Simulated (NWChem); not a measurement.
C₂H₇B; SMILES C(B)C

Results from NWChem. Structure relaxed at the PBE0/def2-SVP level. One conformer.

Diagonal of the polarisability tensor at CAM-B3LYP/def2-SVPD, static: 41.61, 47.20, 36.12 bohr³.

Find the mean polarisability volume, the molar refraction, and the refractive index that an ideal gas of it would have at 273.15 K and 1 atm.


1. Mean: one third of the trace = 41.65 bohr³ × 0.14818 Å³/bohr³ = 6.17 Å³.
2. Molar refraction (Lorentz-Lorenz): (4π/3) N_A α = 15.6 cm³/mol.
3. Number density p/kT = 2.687 × 10⁻⁵ Å⁻³; n − 1 = 2π N α = 10.42 × 10⁻⁴.
4. These hold the electronic response alone: vibrational and orientational terms add to the static dielectric constant.
